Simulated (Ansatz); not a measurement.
Ideal-gas functions of `O[Si]1(F)CO1` at 298.15 K and 1 bar, from an Ansatz frequency run at PBE0-D4/def2-TZVP.

Molar mass 94.12 g/mol, point group C1 (symmetry number 1), electronic degeneracy 1, moments of inertia 80.379, 123.128, 166.979 u Å². Harmonic wavenumbers (cm⁻¹, unscaled): 195, 258, 307, 335, 348, 642, 744, 786, 817, 858, 1016, 1085, 1113, 1161, 1464, 3110, 3187, 3921.

Use S(trans) = R[1.5 ln M + 2.5 ln T − 1.1517]; rotational temperatures θ = 24.2544 K / I; S(rot) = R[ln(√π/σ · √(T³/θAθBθC)) + 1.5]; for each mode x = 1.438777 ν̃/T, S = R[x/(eˣ − 1) − ln(1 − e⁻ˣ)] and H = RT x/(eˣ − 1); 1 cm⁻¹ = 0.0119627 kJ/mol; R = 8.31446 J/(mol·K).

Question: By hand: the entropy, in J/(mol·K).

Answer: Translation 165.5. Rotation: θ = 0.3018, 0.197, 0.1453 K, giving 108.0. Vibration, mode by mode: 9.12, 7.01, 5.77, 5.17, 4.92, 1.60, 1.08, 0.92, 0.81, 0.69, 0.37, 0.28, 0.25, 0.20, 0.06, 0.00, 0.00, 0.00, in all 38.2. Electronic 0.0. Sum 311.7 J/(mol·K).

Question: By hand: H − E and G − E in kJ/mol, counted from the electronic energy.

Answer: Zero-point energy ½ × 21347 × 0.0119627 = 127.7; thermal vibration 7.2; translation, rotation and pV give 4 RT = 9.9. H − E = 144.8 kJ/mol, and G − E = 144.8 − 298.15 × 311.7/1000 = 51.9 kJ/mol.

Vibration gives 12 % of the entropy. The sum counts one conformer and one mirror image; others add a mixing term.
